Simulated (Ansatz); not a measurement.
Relaxation of H$_{8}$O$_{3}$Si$_{2}$ (13 atoms, charge 0, multiplicity 1), to a largest force component of 0.03 eV/Å in at most 50 steps.

These are results of RKS LDA/def2-SVP in Ansatz 0.2.0, not measurements.

```xyz
13
Properties=species:S:1:pos:R:3:forces:R:3
Si -0.144 0.158 -0.015 0.08 -0.13 0.00
O -0.223 0.116 1.662 0.08 -0.05 0.00
Si -1.348 -0.353 2.787 0.00 -0.01 -0.05
H -2.356 -1.272 2.137 -0.02 -0.02 0.01
H -0.645 -1.103 3.887 0.00 0.01 -0.01
H -2.066 0.836 3.367 0.01 -0.01 0.01
H 1.283 0.317 -0.411 -0.07 0.04 0.02
O -0.921 1.509 -0.579 0.02 0.03 0.02
H -1.894 1.498 -0.603 0.04 -0.02 0.00
H -0.849 -1.060 -0.553 -0.02 -0.02 0.03
O 1.304 -2.134 0.947 0.02 0.47 0.35
H 0.483 -2.650 1.057 -0.05 0.00 0.06
H 1.282 -1.496 1.706 -0.10 -0.30 -0.45
```

Question: Where does it end, and by what steps?

Answer: The run converged. After 21 steps the energy has fallen by 0.199 eV; H4 moved furthest, 1.16 Å.

| step | energy less start (eV) | largest force component (eV/Å) | accepted |
| --- | --- | --- | --- |
| 0 | 0.0000 | 0.465 | yes |
| 1 | -0.0290 | 0.280 | yes |
| 2 | -0.0350 | 0.233 | yes |
| 3 | -0.0361 | 0.158 | yes |
| 4 | -0.0380 | 0.072 | yes |
| 5 | -0.0388 | 0.050 | yes |
| 6 | -0.0452 | 0.104 | yes |
| 7 | -0.0464 | 0.498 | yes |
| 8 | -0.0593 | 0.236 | yes |
| 9 | -0.0898 | 0.154 | yes |
| 10 | -0.1152 | 0.668 | yes |
| 11 | -0.1347 | 0.746 | yes |
| 12 | -0.1547 | 0.590 | yes |
| 13 | -0.1166 | 0.773 | no |
| 14 | -0.1855 | 0.255 | yes |
| 15 | -0.1852 | 0.373 | no |
| 16 | -0.1946 | 0.104 | yes |
| 17 | -0.1960 | 0.056 | yes |
| 18 | -0.1975 | 0.076 | yes |
| 19 | -0.1985 | 0.069 | yes |
| 20 | -0.1991 | 0.031 | yes |
| 21 | -0.1992 | 0.019 | yes |

```xyz
13
Properties=species:S:1:pos:R:3
Si -0.054 -0.183 0.183
O -0.315 -0.735 1.777
Si -1.488 -0.045 2.764
H -2.872 -0.233 2.196
H -1.405 -0.812 4.057
H -1.233 1.410 3.037
H 1.166 0.656 0.021
O -1.283 0.971 0.078
H -2.152 0.644 -0.215
H -0.406 -1.208 -0.863
O 1.567 -1.768 0.611
H 1.245 -2.612 0.236
H 1.137 -1.720 1.506
```

Whether the end is a true minimum wasn't checked by a vibrational analysis.

The run took 21 s on 4 threads of Arm Neoverse V1 (shared host), peak memory 0.16 GiB.
